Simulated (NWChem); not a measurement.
System meant: HTeOI; SMILES O[Te]I

The following NWChem deck was run.

```
start job
memory heap 200 mb stack 900 mb global 1100 mb
geometry units angstroms noautoz
  Te     0.258630     1.186461    -0.018585
  I      0.041575    -1.518460     0.011823
  O     -1.652827     1.714550     0.088176
  H     -2.007161     1.694160    -0.811585
end
basis spherical
  * library def2-svp
end
ecp
  Te library def2-ecp
  I library def2-ecp
end
dft
  xc pbe0
  iterations 4
  mulliken
end
task dft energy
```

End of the output:

```
    Atom       Charge   Shell Charges
 -----------   ------   -------------------------------------------------------
    1 Te  24    23.71   1.23  0.75  1.08  0.77  2.73  3.16  1.96  1.77  9.57  0.68
    2 I   25    25.07   1.25  0.73  1.08  0.85  2.77  3.18  2.49  2.67  9.48  0.56
    3 O    8     8.30   1.97  0.93  0.66  2.65  2.06  0.02
    4 H    1     0.93   0.56  0.18  0.19

 center of mass
 --------------
 x =   0.06435732 y =  -0.01152324 z =   0.00670775

 moments of inertia (a.u.)
 ------------------
        1879.992387514719           0.000000000000           0.000000000001
           0.000000000000         201.779345221027           0.000000000000
           0.000000000001           0.000000000000        2076.172968486480

     Multipole analysis of the density
     ---------------------------------

     L   x y z        total         alpha         beta         nuclear
     -   - - -        -----         -----         ----         -------
     0   0 0 0      0.000000    -29.000000    -29.000000     58.000000

     1   1 0 0      0.245549      7.608433      7.608433    -14.971317
     1   0 1 0      0.309494     -7.331863     -7.331863     14.973220
     1   0 0 1     -0.571541     -0.127170     -0.127170     -0.317201

     2   2 0 0    -42.529991    -68.107175    -68.107175     93.684358
     2   1 1 0      1.053995     31.418804     31.418804    -61.783613
     2   1 0 1      2.516182     -0.166266     -0.166266      2.848714
     2   0 2 0    -41.222221   -234.090087   -234.090087    426.957953
     2   0 1 1     -2.139694      0.082670      0.082670     -2.305035
     2   0 0 2    -44.742188    -23.701531    -23.701531      2.660874

 ------------------------------------------------------------------------
 dft energy failed                                                                                  0
 ------------------------------------------------------------------------
 ------------------------------------------------------------------------
  current input line :
    21: task dft energy
 ------------------------------------------------------------------------
 ------------------------------------------------------------------------
 This type of error is most commonly associated with calculations not reaching convergence criteria
 ------------------------------------------------------------------------
 For more information see the NWChem manual at https://nwchemgit.github.io

0:dft energy failed:Received an Error in Communication
```

Question: Find the fault in this run and fix the input.

Answer: The run did not converge; its last values are not results. Cause: the SCF was allowed too few iterations. This input runs:
```
start job
memory heap 200 mb stack 900 mb global 1100 mb
geometry units angstroms noautoz
  Te     0.258630     1.186461    -0.018585
  I      0.041575    -1.518460     0.011823
  O     -1.652827     1.714550     0.088176
  H     -2.007161     1.694160    -0.811585
end
basis spherical
  Te library def2-svp
  I library def2-svp
  O library def2-svp
  H library def2-svp
end
ecp
  Te library def2-ecp
  I library def2-ecp
end
dft
  xc pbe0
  iterations 150
  mulliken
end
task dft energy
```
It converges to -641.43307 Ha (PBE0/def2-SVP with def2 effective core potentials on Te, I).
